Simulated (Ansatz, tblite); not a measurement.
Cost and result up the ladder for Ga10As9H26⁻, a nanocrystal cut from wurtzite GaAs (hydrogen-capped) (45 atoms). The state is a singlet with charge -1. Geometry: PBE-D4/def2-SVP.

```xyz
45

Ga   -2.3569   -3.7568    0.3060
As   -0.3487   -4.2145    1.8359
Ga   -3.2754   -1.1935   -2.5431
As   -3.9561    1.1431   -1.9064
As   -1.6078   -1.6484   -0.7403
Ga   -1.3963    0.1614    0.9220
Ga    1.6131   -2.6805    1.9864
As    0.5590   -0.4829    2.3885
Ga   -2.3537    3.0825   -1.8925
As   -0.7574    2.2929   -0.1416
Ga   -0.6539    4.1317    1.5044
Ga    2.4334    1.1169    2.5618
As    1.2705    3.2851    2.9750
Ga    0.4779   -2.0717   -1.9341
As    2.3695   -2.4081   -0.3421
As    0.9811    0.2175   -2.8297
Ga    1.3899    2.1584   -1.2929
Ga    4.3146   -0.8423   -0.5847
As    3.1555    1.2360    0.2097
H    -3.5621   -3.5415    1.3124
H    -2.3145   -4.9623   -0.7242
H    -0.7830   -4.4557    3.2831
H     0.2278   -5.6144    1.6133
H    -4.5322   -2.1506   -2.3857
H    -2.5376   -1.0272   -3.9413
H    -4.6166    1.0764   -0.5317
H    -5.2204    1.5333   -2.6794
H    -2.6724    0.2948    1.8561
H     2.6970   -3.1361    3.0456
H     0.0237   -0.5838    3.8183
H    -3.1257    4.3763   -1.3917
H    -1.6617    3.0394   -3.3229
H    -1.9024    4.1448    2.4805
H    -0.0659    5.4557    0.8584
H     3.5424    0.7745    3.6375
H     0.8823    3.2579    4.4548
H     2.3750    4.3336    3.1249
H     0.4746   -3.1572   -3.0861
H     2.9213   -3.7866   -0.7098
H    -0.2200    0.6058   -3.6847
H     2.0226    0.1626   -3.9471
H     1.8949    3.4307   -2.0876
H     5.4495   -1.2432    0.4473
H     4.6070   -0.6706   -2.1375
H     4.2377    2.3170    0.2151
```

Ansatz on 11 threads of AMD EPYC 7R13 on a shared host and a whole NVIDIA H100 80GB HBM3; xTB runs through tblite on one thread. Times are rough, summed over both states, and most runs start from the orbitals of an earlier one. PBE0-D4/def2-TZVP serves as the yardstick here, not as an exact answer. The other state is a triplet.

The xTB rows come from tblite. Single mean-field runs in def2-TZVP are fitted with def2-universal-jkfit.

xTB has no spin-polarisation term.

```json
{"level": "GFN1-xTB", "functions": "223", "wall time": "0.88 s", "vertical triplet (eV)": "3.81", "difference from PBE0-D4/def2-TZVP (eV)": "-0.48", "remarks": "–"}
{"level": "GFN2-xTB", "functions": "197", "wall time": "1.1 s", "vertical triplet (eV)": "3.97", "difference from PBE0-D4/def2-TZVP (eV)": "-0.32", "remarks": "–"}
{"level": "PBE-D4/def2-TZVP", "functions": "1068", "wall time": "23 s", "vertical triplet (eV)": "3.64", "difference from PBE0-D4/def2-TZVP (eV)": "-0.65", "remarks": "HOMO above zero (triplet)"}
{"level": "PBE0-D4/def2-TZVP (with forces)", "functions": "1068", "wall time": "51 s", "vertical triplet (eV)": "4.29", "difference from PBE0-D4/def2-TZVP (eV)": "0.00", "remarks": "HOMO above zero (triplet)"}
```
